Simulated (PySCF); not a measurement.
Harmonic spectrum computed at PBE0 in the def2-SVPD basis family (core potentials from Rb on, PySCF, no spin–orbit coupling):

| symmetry | ω (cm⁻¹) | IR (km/mol, summed over degenerate members) |
| --- | --- | --- |
| a2'' | 104 | 166 |
| e' | 336 | 0.4 |
| a1' | 939 | 0.0 |
| e' | 1010 | 1000 |

Q: Which molecule gave it? In each, all ligands are bound to the one heavy central atom.
A. SO₃⁻ (doublet)
B. ReO₃⁻ (singlet)
C. BiO₃⁻ (singlet)
D. VO₃⁻ (singlet)
E. AsO₃⁻ (singlet)

A: D. It has D3h symmetry with V–O 1.635 Å (×3).
